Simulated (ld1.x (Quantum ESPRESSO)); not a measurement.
**Varying the TM potential for potassium (K)**

Base potential:

potassium (K), norm-conserving Troullier–Martins (Kleinman–Bylander form), made with ld1.x (Quantum ESPRESSO) 7.5 (PBE, scalar-relativistic). Core [Ar], reference 3d0 4s0.75 4p0 (charge +0.25). Waves: 4s (bound): rc 3.05 bohr; 4p (bound, empty): rc 4.05 bohr; 3d (bound, empty): rc 4.20 bohr; 4f channel at 0.35 Ry: rc 4.00 bohr. Local part: the f channel. Core correction: a·sin(br)/r model core inside 2.10 bohr.

Cutoffs, loose and tight: the cutoffs (Ry, on a coarse ladder) from which the occupation-weighted sum of valence levels, in a spherical-Bessel basis at the reference potential, stays within 10 and 1 mRy of its value at 400 Ry. They do not see the model core or the augmentation charge, which bear on the density cutoff. Test errors are all-electron minus pseudo excitation energies from the reference, over the configurations 3d0 4s1 4p0; 3d0 4s0.5 4p0; 3d0 4s0 4p1; 3d1 4s0 4p0; 3d0.5 4s0.5 4p0. A dash means not determined; rows that change the core or the reference have their own tests. The largest error is taken over the tests solved by every variant that gives reliable tests at all: 3d0 4s0 4p1; 3d0 4s0.5 4p0; 3d0.5 4s0.5 4p0; 3d1 4s0 4p0.

A true bound ghost makes a file unfit for plane-wave use even where its test errors are small: the radial tests pick states by their node count and pass the ghost by.

```csv
change,outcome,"cutoff, loose","cutoff, tight",bound ghosts,largest test error (meV)
base,generated,6 Ry,6 Ry,none,-4.2
"all radii but the core radius scaled by about 0.76 (s 2.32, p 3.08, d 3.20, f 3.04 bohr)",generated,6 Ry,35 Ry,s,-6.2
"all radii but the core radius scaled by about 0.87 (s 2.64, p 3.50, d 3.64, f 3.46 bohr)",generated,6 Ry,10 Ry,none,-4.0
"all radii but the core radius scaled by about 0.92 (s 2.80, p 3.70, d 3.84, f 3.66 bohr)",generated,6 Ry,8 Ry,none,-4.1
"all radii but the core radius scaled by about 1.13 (s 3.46, p 4.58, d 4.76, f 4.54 bohr)",generated,6 Ry,6 Ry,none,-4.0
"all radii but the core radius scaled by about 1.18 (s 3.60, p 4.76, d 4.94, f 4.72 bohr)",generated,6 Ry,6 Ry,none,-4.0
"all radii but the core radius scaled by about 1.30 (s 3.96, p 5.26, d 5.46, f 5.20 bohr)",generated,6 Ry,6 Ry,none,-4.9
"all radii but the core radius scaled by about 1.40 (s 4.26, p 5.66, d 5.88, f 5.60 bohr)",generated,6 Ry,6 Ry,none,-9.6
```

Reading the sweep of the scale of all radii but the core radius (base = 1) (base included, trends over the rows without a ghost): The loose cutoff stays near 6 Ry. The median size of the test errors (rows with all tests solved) is not monotonic: lowest 0.2 meV at 1, highest 1.2 meV at 1.4. Bound ghosts are found at 0.76.
